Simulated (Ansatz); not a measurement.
Harmonic frequencies (cm⁻¹) at PBE0-D4/def2-TZVP from Ansatz: 70, 80, 299, 310, 362, 474, 483, 554, 617, 705, 854, 934, 935, 1944, 1949, 2223, 2242, 2251.

Task: Which molecule is it?
A. `[F][SnH]([Cl])[GeH3]`
B. `[OH][Sn]([OH])([F])[F]`
C. `[SiH3][SnH2][Cl]`
D. `Cl[SiH2][SnH3]`

Result: C.
